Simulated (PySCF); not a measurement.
Harmonic spectrum computed at PBE0 in the def2-TZVP basis family (core potentials from Rb on, PySCF, no spin–orbit coupling):

| ω (cm⁻¹) | IR (km/mol, summed over degenerate members) | degeneracy |
| --- | --- | --- |
| 243 | 68.1 | 2 |
| 291 | 141 | 1 |
| 697 | 0.0 | 1 |
| 962 | 381 | 2 |

Task: Which molecule gave it? In each, all ligands are bound to the one heavy central atom.
A. GaF₃ (singlet)
B. SiF₃ (doublet)
C. GeF₃ (doublet)
D. AsF₃ (singlet)
E. AlF₃ (singlet)

Result: E. It has D3h symmetry with Al–F 1.629 Å (×3).
